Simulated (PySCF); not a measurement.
4-vinylphenol, C8H8O

Molfile (atoms numbered from 1):
```
C8H8O
     RDKit          3D

 17 17  0  0  0  0  0  0  0  0999 V2000
    3.0472   -0.7228    0.1474 C   0  0  0  0  0  0  0  0  0  0  0  0
    2.1019    0.0654   -0.3797 C   0  0  0  0  0  0  0  0  0  0  0  0
    0.6945    0.1647    0.0183 C   0  0  0  0  0  0  0  0  0  0  0  0
   -0.1512    1.0652   -0.6499 C   0  0  0  0  0  0  0  0  0  0  0  0
   -1.4914    1.2011   -0.3141 C   0  0  0  0  0  0  0  0  0  0  0  0
   -2.0325    0.4273    0.7161 C   0  0  0  0  0  0  0  0  0  0  0  0
   -3.3378    0.5872    1.0135 O   0  0  0  0  0  0  0  0  0  0  0  0
   -1.2077   -0.4779    1.3960 C   0  0  0  0  0  0  0  0  0  0  0  0
    0.1305   -0.6028    1.0492 C   0  0  0  0  0  0  0  0  0  0  0  0
    4.0689   -0.7078   -0.2380 H   0  0  0  0  0  0  0  0  0  0  0  0
    2.8464   -1.4082    0.9756 H   0  0  0  0  0  0  0  0  0  0  0  0
    2.3865    0.7250   -1.2079 H   0  0  0  0  0  0  0  0  0  0  0  0
    0.2592    1.6769   -1.4581 H   0  0  0  0  0  0  0  0  0  0  0  0
   -2.1406    1.9039   -0.8393 H   0  0  0  0  0  0  0  0  0  0  0  0
   -3.5740   -0.0038    1.7362 H   0  0  0  0  0  0  0  0  0  0  0  0
   -1.6229   -1.0888    2.2040 H   0  0  0  0  0  0  0  0  0  0  0  0
    0.7495   -1.3173    1.5962 H   0  0  0  0  0  0  0  0  0  0  0  0
  1  2  2  0
  2  3  1  0
  3  4  1  0
  4  5  2  0
  5  6  1  0
  6  7  1  0
  6  8  2  0
  8  9  1  0
  9  3  2  0
  1 10  1  0
  1 11  1  0
  2 12  1  0
  4 13  1  0
  5 14  1  0
  7 15  1  0
  8 16  1  0
  9 17  1  0
M  END
```

Method: quadratic response CAM-B3LYP/aug-cc-pVDZ first hyperpolarisability, Taylor convention, gas phase (PySCF 2.14.0). Geometry: PBE0-D3(BJ)/def2-SVP.

Give the tensor of the second harmonic β(−2ω;ω,ω) at 1907 nm in the axes of these coordinates.

In au, Taylor convention; rows are the first index (the induced dipole):
|  | xx | yy | zz | xy | xz | yz |
| --- | --- | --- | --- | --- | --- | --- |
| x | -727.1 | -44.6 | -29.7 | +107.5 | +88.5 | -71.9 |
| y | +106.0 | +17.0 | +18.6 | -42.9 | -69.7 | +31.5 |
| z | +91.1 | +31.3 | +12.1 | -70.5 | -29.1 | +18.7 |

Norm of βᵢ = ⅓ Σⱼ (βᵢⱼⱼ + βⱼᵢⱼ + βⱼⱼᵢ): 823.4 au, hyper-Rayleigh value 334.2 au.
